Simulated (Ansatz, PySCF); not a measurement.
This Ansatz (a quantum-chemistry and plane-wave program) input computes a B3LYP/def2-TZVPD energy:

Ansatz 0.2 input:
```yaml
crystal:
  periodic: [false, false, false]
  atoms:
    - {symbol: Sb, position_ang: [0.00257964, -0.00328867, 0.34540711]}
    - {symbol: F, position_ang: [-1.31061602, -0.95160558, -0.65180333]}
    - {symbol: F, position_ang: [-0.18142934, 1.61584890, -0.63579149]}
    - {symbol: F, position_ang: [1.47742737, -0.64560754, -0.66971215]}
basis:
  gaussian:
    orbitals: def2-TZVPD
hamiltonian:
  xc: {name: B3LYP}
output: {forces: true}
```

Task: Write an input for the same energy in PySCF and say what it gives.

Result: 
```python
from pyscf import gto, scf, dft

mol = gto.M(
    atom='''
    Sb    0.00257964   -0.00328867    0.34540711
    F    -1.31061602   -0.95160558   -0.65180333
    F    -0.18142934    1.61584890   -0.63579149
    F     1.47742737   -0.64560754   -0.66971215
    ''',
    basis='def2-tzvpd',
    ecp='def2-tzvp',
    charge=0,
    spin=0,
    verbose=4,
)

mf = dft.RKS(mol, xc='b3lyp').density_fit(auxbasis='def2-universal-jkfit')
mf.grids.level = 3
mf.conv_tol = 1e-9
mf.max_cycle = 100
mf.max_memory = 1500
mf.kernel()
if not mf.converged:
    mf = mf.newton()
    mf.kernel(mf.make_rdm1())
mf.analyze()
```
It gives -540.11339 Eh, and Ansatz -540.11335 Eh, a difference of 0.04 mEh, from the treatment of integrals and grids.
